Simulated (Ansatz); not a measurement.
The cluster V₃⁺: single points at one geometry.

```yaml
crystal:
  periodic: [false, false, false]
  atoms:
    - {symbol: V, position_ang: [0.405765, -1.298137, 0.063214]}
    - {symbol: V, position_ang: [0.622668, 0.913655, 0.009461]}
    - {symbol: V, position_ang: [-1.028432, 0.384482, -0.072675]}
basis:
  gaussian: {orbitals: STO-3G}
total_charge: 1
hamiltonian: {xc: hf}
scf: {omitted_lower_state_checks: [starts]}
output: {orbitals: {seedname: orbitals}}
```

The file start.molden holds the orbitals of an earlier run on this structure, at another level or in another basis.

```sh
$ ansatz run in.yaml --threads 4 --pin off --events-out ev --progress --plain --max-ram 3916MiB
```

Shortened log:

```
Functional definition: HF
749 factors; integrals over basis functions are off by at most 7.6e-4 eV
mean field evaluation 1: about -76139.4274 eV, gradient 6.6e1 eV
mean field evaluation 2: about -76139.7131 eV, gradient 6.6e1 eV
mean field evaluation 4: about -76152.7087 eV, gradient 3.0e1 eV
mean field evaluation 8: about -76156.2083 eV, gradient 1.0e0 eV
mean field evaluation 16: about -76156.2336 eV, gradient 2.1e-1 eV
mean field evaluation 32: about -76156.2554 eV, gradient 1.2e-2 eV
mean field evaluation 64: about -76156.2573 eV, gradient 1.7e-5 eV
mean field -76156.25730859 eV, -2798.6908355254 hartree, gradient 7.5e-6 eV, S^2 0.000000; 0 other end points of the search recorded, 0 dependent functions left out
reference -76156.25730859 eV, -2798.6908355254 hartree; 34, 34 occupied and 20, 20 virtual orbitals, 749 factors
Total energy: -76156.25730859 eV, -2798.6908355254 hartree
Checks for a lower state left out: starts
```

Run time 0.55 s (4 threads of Intel Xeon 6975P-C on a shared host).

As the first input, with `gaussian: {orbitals: def2-TZVP, initial_orbitals: start.molden}`, `hamiltonian: {xc: {name: wB97M-V}}` (abridged; 16 s):

```
Functional definition: wB97M-V
mean field evaluation 16: about -77043.0989 eV, gradient 3.0e-5 eV
mean field -77043.09885379 eV, -2831.2816611887 hartree, gradient 6.0e-6 eV, S^2 0.000000
Total energy: -77043.09890134 eV, -2831.2816629362 hartree
Checks for a lower state left out: starts
```

The first input with `gaussian: {orbitals: def2-TZVP, initial_orbitals: start.molden}`, `hamiltonian: {xc: pbe0, dispersion: d4}` (abridged; 1.9 s):

```
Functional definition: PBE0
mean field -77032.36894446 eV, -2830.8873442939 hartree, gradient 1.8e-5 eV, S^2 0.000000
Total energy: -77032.44417524 eV, -2830.8901089739 hartree
Checks for a lower state left out: starts
```

First input, but with `gaussian: {orbitals: def2-TZVP, initial_orbitals: start.molden}`, `hamiltonian: {xc: r2scan, dispersion: d4}`, `output: {forces: true, orbitals: {seedname: orbitals}}` (abridged; 2.2 s):

```
Functional definition: r2SCAN
mean field -77049.08750418 eV, -2831.5017400314 hartree, gradient 1.6e-5 eV, S^2 0.000000
Total energy: -77049.10183240 eV, -2831.5022665836 hartree
Atom 0 force     0.006746    -0.006222     0.000588 eV/Å
Atom 1 force     1.349885     0.431164     0.067196 eV/Å
Atom 2 force    -1.356631    -0.424942    -0.067784 eV/Å
Dipole moment:     0.016800    -0.042410     0.002276 e Å
Checks for a lower state left out: starts
```

As the first input, with `gaussian: {orbitals: def2-TZVP, initial_orbitals: start.molden}`, `hamiltonian: {xc: pbe, dispersion: d4}` (abridged; 1.9 s):

```
Functional definition: PBE
mean field evaluation 16: about -77034.9996 eV, gradient 1.3e-5 eV
mean field -77034.99961456 eV, -2830.9840196370 hartree, gradient 8.3e-6 eV, S^2 0.000000
Total energy: -77035.08866405 eV, -2830.9872921454 hartree
Checks for a lower state left out: starts
```

The first input with `gaussian: {orbitals: def2-TZVP, initial_orbitals: start.molden}`, `hamiltonian: {xc: {name: PBE-QIDH}}` and without the key `output` (abridged; 5.5 s):

```
Functional definition: PBE-QIDH
mean field evaluation 16: about -77003.1580 eV, gradient 9.2e-1 eV
mean field -77003.19776205 eV, -2829.8153231131 hartree, gradient 4.1e-6 eV, S^2 0.000000; unrestricted orbitals would lower it
15 core orbitals not correlated: weight in the atoms' cores, before any rotation towards them, 1.000 or more for the frozen orbitals, at most 0.000 for the correlated occupied ones
second order -53.47294089 eV of doubles, -0.00000000 eV of singles
Total energy: -77021.02208753 eV, -2830.4703549929 hartree
Checks for a lower state left out: starts
```

First input, but with `gaussian: {orbitals: def2-TZVP, initial_orbitals: start.molden}`, `hamiltonian: {xc: {name: CAM-B3LYP}, dispersion: d4}` (abridged; 3.9 s):

```
Functional definition: CAM-B3LYP
mean field -77051.48822983 eV, -2831.5899650716 hartree, gradient 1.2e-5 eV, S^2 0.000000
Total energy: -77051.56985051 eV, -2831.5929645765 hartree
Checks for a lower state left out: starts
```

Geometry: PBE0-D4/def2-TZVP.

Correlated methods freeze 15 core orbitals; core or outer-core shells of V are correlated, in sets that lack core-valence functions. The restricted singlet is unstable towards broken spin symmetry in Hartree–Fock (as tested in another run); at HF/STO-3G this wasn't settled. The restricted singlet is unstable towards broken spin symmetry at other levels; at ωB97M-V/def2-TZVP, CAM-B3LYP-D4/def2-TZVP this wasn't settled. At PBE0-D4/def2-TZVP, r2SCAN-D4/def2-TZVP, PBE-D4/def2-TZVP, PBE-QIDH/def2-TZVP the restricted singlet (for correlated methods, its reference) is unstable: a solution with broken spin symmetry lies lower. At PBE-D4/def2-TZVP an occupied level lies above an empty one. The order of the spin states hangs on the level: the quintet lies 2.98 eV below the singlet at PBE0-D4/def2-TZVP, but 0.70 eV above it at PBE-D4/def2-TZVP. The structure comes from a short search, and lower isomers may exist.
